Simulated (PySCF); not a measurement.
# Correlation energy of Ge⁺ (germanium, charge +1)

[Ar] 3d10 4s2 4p1, 2P determinant. All numbers are calculated (PySCF 2.14, no relativity, point nucleus, in 6-31G*). Frozen: [Ar] 3d10; 3 electrons correlated.

MP2 pair energies summed by pair of shells (mhartree):

```
 pair  energy  share (%)
4s-4s  -18.20       59.1
4s-4p  -12.59       40.9
```

Total MP2 correlation energy: -30.79 mhartree.

Same-spin part -1.91 and opposite-spin part -28.88 mhartree; SCS-MP2 scales them by 1/3 and 6/5 to -35.29 mhartree.

| level | correlation energy (mhartree) |
| --- | --- |
| CCSD | -45.87 |
| (T) | -0.46 |
| CCSD(T) | -46.33 |

Diagnostics: T1 = 0.0089, D1 = 0.0212, largest double amplitude 0.099.

Cost of the coupled-cluster step: 0.13 s of wall time on 1 thread of Neoverse-V1 (shared host), for 3 correlated electrons.
